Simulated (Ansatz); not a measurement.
Start from `[F][GaH][Cl]` and change one atom or group to get `O[CH2][Ga]([F])[Cl]`.

Ansatz, PBE0-D4/def2-TZVP geometries, multiplicity 1. Each molecule was computed in one conformer, which needn't be the lowest.

Scalar relativity is left out up to krypton.

```
                                                                                  property  `[F][GaH][Cl]`
                                                       HOMO energy (B3LYP/def2-TZVPP) / eV           -9.08
ideal-gas entropy at 298 K and 1 bar (rigid rotor, harmonic PBE0-D4/def2-TZVP) / J/(mol·K)             295
                                                        LUMO energy (PBE0/def2-TZVPP) / eV           -1.55
                                                     HOMO–LUMO gap (B3LYP/def2-TZVPP) / eV            7.23
                                                        HOMO energy (PBE0/def2-TZVPP) / eV           -9.36
                                            size of the dipole moment (PBE/def2-TZVPP) / D            1.98
```

(1) What does the change do to each property? (An estimate is asked.)

## Answers

(1) Ansatz gave: 
```
                                                                                  property  `O[CH2][Ga]([F])[Cl]`  shift
                                                       HOMO energy (B3LYP/def2-TZVPP) / eV                  -7.77   1.31
ideal-gas entropy at 298 K and 1 bar (rigid rotor, harmonic PBE0-D4/def2-TZVP) / J/(mol·K)                    370     75
                                                        LUMO energy (PBE0/def2-TZVPP) / eV                  -1.15   0.40
                                                     HOMO–LUMO gap (B3LYP/def2-TZVPP) / eV                   6.32  -0.91
                                                        HOMO energy (PBE0/def2-TZVPP) / eV                  -7.97   1.39
                                            size of the dipole moment (PBE/def2-TZVPP) / D                   2.40   0.42
```

With PBE0 the HOMO rises by 1.39 eV and the LUMO rises by 0.40 eV, so the gap narrows by about 0.99 eV. PBE moves the HOMO by 1.38 eV and ωB97M-V by 1.40 eV. The zero-point energy changes by 91.7 kJ/mol with +12 modes. Dipoles are sizes alone; their direction can turn. Modes under 60 cm⁻¹, often nearly free rotors, make the harmonic entropy too high.

B3LYP here is the variant with VWN-RPA as its local correlation; programs differ in this.
